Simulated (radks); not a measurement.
The mean radii <r> (bohr) of the occupied orbitals of an atom or ion are listed with their occupations. Calculated with a radial shooting solver on a logarithmic mesh with Libxc functionals: Dirac Kohn-Sham, SOGGA, spin-unpolarised, spherical densities, point nucleus.

orbital  occ.      <r>
1s1/2       2  0.02318
2s1/2       2  0.09849
2p1/2       2  0.08247
2p3/2       4  0.08899
3s1/2       2   0.2601
3p1/2       2   0.2497
3p3/2       4   0.2622
3d3/2       4   0.2338
3d5/2       6   0.2377
4s1/2       2   0.5801
4p1/2       2   0.5909
4p3/2       4   0.6158
4d3/2       4   0.6408
4d5/2       6   0.6486
5s1/2       1    1.160

Name the element and its charge. Open shells, if any, fill j = l - 1/2 first.

Answer. Z = 61, promethium, charge +14: Pm14+ in [Kr] 4d10 5s1. The 1s radius gives Z: for a bare nucleus <r> = (2 gamma + 1)/(2Z) with gamma = sqrt(1 - (Z/c)^2), 0.02288 bohr for Z = 61, and screening makes it slightly larger (0.02318 here). The occupations add up to 47, and the charge is Z minus that.
